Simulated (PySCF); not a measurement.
CH₃BiBr₂, SMILES [CH3][Bi]([Br])[Br], singlet, B3LYP/def2-SVP optimised geometry.

```
7

Bi    -0.72    -1.33     0.00
Br    -1.29    -1.57    -2.58
Br     1.93    -1.33     0.00
C     -0.88     0.95     0.00
H     -1.93     1.23    -0.14
H     -0.27     1.33    -0.83
H     -0.50     1.33     0.96
```

Density from B3LYP/def2-TZVP, def2 effective core potentials past Kr (PySCF) at that geometry. The core electrons that the potentials of Bi replace are not part of the density.

Minimum of the electron density along straight lines between bonded atoms, close to the bond critical point (lines longer than 1.1 times the sum of covalent radii, or with two minima, are not listed):

| bond | length / Å | ρ at the minimum / e bohr⁻³ | ∇²ρ there / e bohr⁻⁵ | position (fraction from the first atom) |
|---|---|---|---|---|
| Bi1–Br2 | 2.654 | 0.066 | 0.08 | 0.49 |
| Bi1–Br3 | 2.654 | 0.066 | 0.08 | 0.49 |
| Bi1–C4 | 2.289 | 0.096 | 0.05 | 0.53 |
| C4–H5 | 1.100 | 0.271 | -0.90 | 0.64 |
| C4–H6 | 1.098 | 0.273 | -0.92 | 0.65 |
| C4–H7 | 1.100 | 0.271 | -0.90 | 0.64 |
